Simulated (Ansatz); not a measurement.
Ga₂S₃, relaxed as a triplet with UKS B3LYP-D4/def2-SVP in Ansatz, starting from the B3LYP-D4/def2-SVP geometry of the neutral singlet. Force threshold 0.02 eV/Å.

At B3LYP-D4/def2-SVP a singlet of charge 0 lies 0.15 eV below the triplet, each at its own geometry. The structure comes from a short search, and lower isomers may exist.

Start:

Cartesian coordinates in Å:
```
Ga 0.8386 0.5753 1.3250
Ga -0.4895 -0.4001 -1.5461
S -2.1191 -1.3637 -2.2646
S 1.3083 0.6568 -0.8283
S 0.4618 0.5317 3.3140
```

(1) Estimate the energy that the relaxation releases and the steps that it takes.

(2) Does the start keep its bonding and symmetry?

(3) Predict the relaxed structure.

Results:

(1) 2.81 eV, in 20 steps; 73 s on 4 threads of Intel Xeon Platinum 8375C on a shared host. No frequencies were taken in this run, so the end may be a saddle point.

(2) Bonds formed: Ga1–S3 (atoms count from 1). Point group C2v at the start, C2v at the end, both within 0.05 Å.

(3) 
| atom | x (Å) | y (Å) | z (Å) |
| --- | --- | --- | --- |
| Ga1 | 0.016 | 0.064 | 0.667 |
| Ga2 | -0.051 | -0.207 | -2.147 |
| S3 | -1.577 | -0.922 | -0.563 |
| S4 | 1.545 | 0.790 | -0.803 |
| S5 | 0.068 | 0.274 | 2.845 |
Bond lengths (bridged metal pairs left out): 5 × Ga–S 2.19 to 2.31 Å.
